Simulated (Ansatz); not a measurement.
Born–Oppenheimer molecular dynamics of H$_{8}$O$_{3}$Si$_{3}$ (14 atoms, charge 0, multiplicity 1). It starts from a relaxed structure.

These are results of Ansatz 0.2.0, RKS PBE0-D4/6-31G, not measurements.

```yaml
ensemble: NVT, Langevin thermostat
time_step: 0.5 fs
steps_asked: 150
set_temperature: 400 K
friction: 0.01 /fs
seed: 313718
```

First frame:

```xyz
14
Properties=species:S:1:pos:R:3
Si -0.611 -0.903 0.508
O -0.339 -0.501 2.137
H 0.017 0.338 2.458
O 0.825 -1.026 -0.331
Si 2.311 -1.018 -1.131
H 2.448 -2.269 -1.951
H 2.389 0.182 -2.039
H 3.432 -0.948 -0.130
O -1.538 0.272 -0.234
Si -2.053 1.484 -1.299
H -3.539 1.649 -1.170
H -1.375 2.784 -0.958
H -1.705 1.113 -2.716
H -1.317 -2.207 0.541
```

How far do the bonds stretch over the last three quarters of this one trajectory? (Pairs bonded in most of those frames.)


```json
{"bond": "Si1–O2", "mean (Å)": "1.711", "spread (Å)": "0.026", "shortest": "1.66", "longest": "1.75"}
{"bond": "Si1–O4", "mean (Å)": "1.668", "spread (Å)": "0.037", "shortest": "1.60", "longest": "1.73"}
{"bond": "Si1–O9", "mean (Å)": "1.681", "spread (Å)": "0.029", "shortest": "1.64", "longest": "1.74"}
{"bond": "Si1–H14", "mean (Å)": "1.488", "spread (Å)": "0.013", "shortest": "1.46", "longest": "1.51"}
{"bond": "O2–H3", "mean (Å)": "0.966", "spread (Å)": "0.016", "shortest": "0.93", "longest": "0.99"}
{"bond": "O4–Si5", "mean (Å)": "1.692", "spread (Å)": "0.051", "shortest": "1.63", "longest": "1.79"}
{"bond": "Si5–H6", "mean (Å)": "1.513", "spread (Å)": "0.071", "shortest": "1.40", "longest": "1.63"}
{"bond": "Si5–H7", "mean (Å)": "1.514", "spread (Å)": "0.047", "shortest": "1.43", "longest": "1.62"}
{"bond": "Si5–H8", "mean (Å)": "1.507", "spread (Å)": "0.023", "shortest": "1.47", "longest": "1.55"}
{"bond": "O9–Si10", "mean (Å)": "1.704", "spread (Å)": "0.047", "shortest": "1.61", "longest": "1.77"}
{"bond": "Si10–H11", "mean (Å)": "1.506", "spread (Å)": "0.034", "shortest": "1.46", "longest": "1.57"}
{"bond": "Si10–H12", "mean (Å)": "1.510", "spread (Å)": "0.037", "shortest": "1.45", "longest": "1.57"}
{"bond": "Si10–H13", "mean (Å)": "1.505", "spread (Å)": "0.015", "shortest": "1.47", "longest": "1.54"}
```

Mean temperature of the second half: 347 K. The mean temperature of the second half is 13 % below the set value. A run of 0.075 ps of so small a system gives no equilibrium averages. Limits of this set-up: no polarisation functions.

Time of the run: 13 min on 1 thread of Arm Neoverse V2, with other jobs on the host, peak memory 0.2 GiB.
